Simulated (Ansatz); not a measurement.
Two structures of GeH$_{4}$SO, singlet, reached by relaxing down either side of one saddle point (PBE0-D4/def2-TZVP). Energies are electronic, without zero-point energy. Ansatz 0.2.0; basis: def2-TZVPP and def2-QZVPP; cores frozen in the correlated methods. Filled d shells of the heavier atoms are correlated. The def2 sets are not built for correlating such inner shells, so the correlated values are less sure here. Extrapolation: Hartree–Fock as exp(−7.88 √X), correlation as X^−2.97. First:

```xyz
7
angstrom
Ge -0.1901 0.3126 0.4617
O 1.3971 0.7307 -0.2183
S -1.2357 -1.1604 -0.8271
H -0.3347 -2.1330 -0.6105
H -1.1235 1.5334 0.4980
H 0.1450 -0.2582 1.8416
H 1.3418 0.9747 -1.1455
```

Second:

Ge1  (-0.673, 0.068, 0.667)
O2  (1.135, -0.008, -0.546)
S3  (-1.627, -1.511, -0.239)
H4  (0.829, -0.791, -1.038)
H5  (-0.955, 1.551, 0.332)
H6  (0.078, -0.021, 2.009)
H7  (1.214, 0.711, -1.185)
(Å)

(1) Which bonds change from the first to the second?

(2) Give the saddle point's structure and its height above each. (Judge from chemistry; the value comes from the calculation.)

The T1 diagnostic stays at or below 0.014.

## Answers

(1) GeH₄SO ([OH][GeH2][SH]) → GeH₂S ([S][GeH2]) + H₂O (still joined by a long Ge–O bond); bonds formed: O2–H4; bonds broken: S3–H4; bonds weakened to dative contacts: Ge1–O2.

(2) By the calculation: 1.360 eV above the first and 0.373 eV above the second (CCSD(T) at an estimated basis limit (MP2 extrapolated from triple and quadruple zeta, plus CCSD(T) − MP2 in triple zeta)).
```
7
angstrom
Ge -0.4814 0.1593 0.6312
O 1.0748 -0.0370 -0.5098
S -1.2234 -1.5038 -0.4705
H 0.3188 -0.8994 -0.9178
H -0.9779 1.5937 0.3637
H 0.0703 0.0202 2.0575
H 1.2189 0.6669 -1.1543
```

Labels in which every atom is bracketed show which atoms are joined, not bond orders.

For scale, one of the runs: CCSD(T)/def2-TZVPP, 177 basis functions, launched by `ansatz run in.yaml --threads 2 --pin off --events-out ev --progress --plain --max-ram 4352MiB`. Time: 38 s of wall clock on 2 CPU threads of an Intel Xeon Platinum 8488C; the host was shared. Peak host memory: 1.6 GiB.
